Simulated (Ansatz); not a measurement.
Consider the redistribution: `CB(N)O` + `C[SiH2]P` → `CB(N)P` + `C[SiH2]O`.

Calculated with Ansatz (gas phase, PBE0-D4/def2-TZVP geometries, no zero-point term in ΔE). CBS: MP2 limit from def2 TZ/QZ plus the TZ coupled-cluster correction, frozen cores. This one scheme is used for every species. DFT in def2-TZVPP. Each species was taken in one conformer, which may not be the lowest.

Question: Is it downhill or uphill in electronic energy at CCSD(T)/CBS, and by how much? (Estimate.)

Answer: Computed: Uphill: ΔE = +7.5 kcal/mol.

Question: What do these levels give: B97M-V, PBE0-D4, CAM-B3LYP-D4, PBE, PBE0, BHLYP, LC-ωPBE, RPA@PBE/def2-TZVPP, HF/def2-TZVPP, CCSD/def2-TZVPP, MP2/def2-QZVPP, SCS-MP2/def2-QZVPP? (Estimate.)

Answer: The calculation gave: B97M-V 8.6, PBE0-D4 9.5, CAM-B3LYP-D4 7.9, PBE 9.6, PBE0 9.5, BHLYP 8.0, LC-ωPBE 8.7, RPA@PBE/def2-TZVPP 7.6, HF/def2-TZVPP 7.7, CCSD/def2-TZVPP 7.9, MP2/def2-QZVPP 6.8, SCS-MP2/def2-QZVPP 6.6 kcal/mol.

Largest T1 diagnostic among the species: 0.013.

At CCSD(T), def2-SVP lies +4.8 kcal/mol from the extrapolated value and def2-TZVPP +0.3 kcal/mol. Leaving LDA and LC-ωPBE aside and taking each functional with its dispersion term where it has one, the values, not all of them listed here, spread over 1.9 kcal/mol, from B2PLYP to PBE-D4.
